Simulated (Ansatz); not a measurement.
BH3Se (SMILES B[SeH]) moved off its minimum; all values from Ansatz (an electronic-structure program), cores frozen in correlated methods.
(charge 0, multiplicity 1)
```xyz
5

B      0.3539    -0.0359    -1.3708
H     -0.3190    -0.6175    -2.2965
H      1.3835     0.5513    -1.6740
Se    -0.1171    -0.2775     0.2960
H      0.8809     0.7092     0.7276
```

Forces at wB97M-V/def2-TZVPP (eV/Å):

| atom | Fx | Fy | Fz |
|---|---|---|---|
| B1 | 0.935 | -0.387 | -5.802 |
| H2 | 0.924 | 0.824 | 1.329 |
| H3 | -0.886 | -0.196 | 0.171 |
| Se4 | -0.926 | -0.014 | 3.785 |
| H5 | -0.047 | -0.226 | 0.517 |

**Question.** Give the forces (eV/Å), the total energy and the dipole at CCSD(T)/aug-cc-pVTZ.

**Answer.** 
```
atom      Fx      Fy      Fz
----  ------  ------  ------
B1     1.029  -0.327  -6.178
H2     0.878   0.780   1.256
H3    -0.798  -0.142   0.144
Se4   -1.184  -0.198   4.217
H5     0.074  -0.113   0.562
```
Energy -2426.6268 hartree, dipole 1.03 D.
